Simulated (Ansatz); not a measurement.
Abridged output of a molecular run in Ansatz:

```
Functional definition: HF
1066 factors; integrals over basis functions are off by at most 1.3e-3 eV
mean field evaluation 1: about -30478.0207 eV, gradient 3.4e1 eV
mean field evaluation 2: about -30478.1386 eV, gradient 3.4e1 eV
mean field evaluation 4: about -30481.0659 eV, gradient 3.6e0 eV
mean field evaluation 8: about -30481.1145 eV, gradient 2.0e-1 eV
mean field -30481.11468819 eV, -1120.1603039494 hartree, gradient 1.1e-6 eV, S^2 0.000000; 0 other end points of the search recorded, 0 dependent functions left out
14 core orbitals not correlated: weight in the atoms' cores, before any rotation towards them, 1.000 or more for the frozen orbitals, at most 0.000 for the correlated occupied ones
reference -30481.11468819 eV, -1120.1603039494 hartree; 18, 18 occupied and 80, 80 virtual orbitals, 1066 factors
second order -22.52919960 eV of doubles, -0.00000000 eV of singles
cycle   1  -23.23934809 eV  change   -7.1e-1 eV  update   9.4e-2
cycle   2  -23.73270029 eV  change   -4.9e-1 eV  update   2.5e-2
cycle   3  -23.83028659 eV  change   -9.8e-2 eV  update   1.1e-2
cycle   4  -23.82484097 eV  change    5.4e-3 eV  update   2.1e-3
cycle   5  -23.82511531 eV  change   -2.7e-4 eV  update   7.3e-4
cycle   6  -23.82526187 eV  change   -1.5e-4 eV  update   2.2e-4
cycle   7  -23.82512394 eV  change    1.4e-4 eV  update   6.8e-5
cycle   8  -23.82511070 eV  change    1.3e-5 eV  update   2.2e-5
perturbative correction -0.57452137 eV, -0.0211132708 hartree
Total energy: -30505.51432026 eV, -1121.0569738891 hartree
```

Its atoms:

```xyz
10

Cl    1.967    1.018   -0.930
B     1.091   -0.135    0.167
O    -0.028    0.576    0.949
B    -1.095   -0.065    0.027
Cl   -2.283   -1.040    0.941
O     0.022   -0.935   -0.599
H     1.792   -0.811    0.850
H     0.008    1.537    0.900
H    -1.561    0.716   -0.750
H     0.088   -0.861   -1.557
```

Task: Which basis set was used?
A. def2-SVPD
B. def2-SVP
C. cc-pV(T+d)Z
D. cc-pV(Q+d)Z

Result: B. It gives 112 functions.

Task: Write the keys of the input that set method, charge and spin (a neutral closed shell needs none for the last two).

Result: 
```yaml
correlation: {method: ccsd_t}
```
